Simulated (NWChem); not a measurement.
System: SiO2 anion, doublet; SMILES of the neutral closed-shell parent O=[Si]=O

Input file for NWChem:

```
start job
memory heap 200 mb stack 900 mb global 1100 mb
charge -1
geometry units angstroms
  O     -1.423975    -0.247433     0.017786
  Si     0.011834     0.338255    -0.000054
  O      1.403202    -0.346342    -0.017691
end
basis spherical
  * library def2-svpd
end
dft
  odft
  mult 2
  xc b3lyp
  iterations 150
end
driver
  maxiter 120
end
task dft optimize
task dft freq
```

In the optimisation the excess spin sits in a1 (C2v, its own frame). This spin state was assumed; another may lie lower.

The level has its own optimisation; frequencies are unscaled.

### Question
Predict the main results of this run. (B3LYP/def2-SVPD, spin-unrestricted.) Quantities: r O–Si (Å); highest harmonic frequency (cm⁻¹); lowest (cm⁻¹); zero-point energy (kcal/mol).

### Answer
| Property | Value |
|---|---|
| r O–Si (Å) | 1.581 |
| highest harmonic frequency (cm⁻¹) | 1158 |
| lowest (cm⁻¹) | 325 |
| zero-point energy (kcal/mol) | 3.4 |
